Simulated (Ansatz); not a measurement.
Consider the ligand exchange at the Al–Te bond: `[CH3][AlH][TeH]` + `[NH2][AlH2]` → `[CH3][AlH][NH][AlH2]` + H₂Te.

Calculated with Ansatz (gas phase, PBE0-D4/def2-TZVP geometries, no zero-point term in ΔE). CCSD(T)/CBS adds triple-zeta CCSD(T) − MP2 to the extrapolated MP2 energy (def2 sets, frozen cores). This one scheme is used for every species. DFT in def2-TZVPP. def2 core potentials past Kr. For Te outer-core shells are correlated without core-valence functions, which leaves a few kJ/mol of doubt a bond. One conformer a species, not always the lowest.

CCSD(T)/CBS gives +0.31 eV.

Q: Another level gave +0.30 eV. Which?
A. CAM-B3LYP-D4/def2-TZVPP
B. PBE-QIDH/def2-TZVPP
C. r2SCAN-D4/def2-TZVPP
D. BLYP/def2-TZVPP

A: C. r2SCAN-D4 0.30, PBE-QIDH 0.35, BLYP 0.25, CAM-B3LYP-D4 0.20 eV.

Q: What do rigid-rotor, harmonic-oscillator terms from PBE0-D4/def2-TZVP frequencies (298.15 K, 1 bar) make of the CCSD(T)/CBS value? (Estimate.)

A: Computed: ΔZPE = -0.12 eV, ΔH = +0.20 eV, ΔS = -6 J/(mol·K), ΔG = +0.22 eV.

Largest T1 diagnostic among the species: 0.011.

Leaving LDA and LC-ωPBE aside and taking each functional with its dispersion term where it has one, the values, not all of them listed here, spread over 0.19 eV, from B97M-V to HSE06-D4. LDA lies −0.05 eV from PBE without D4. At CCSD(T), def2-SVP lies −0.11 eV from the extrapolated value and def2-TZVPP −0.07 eV.
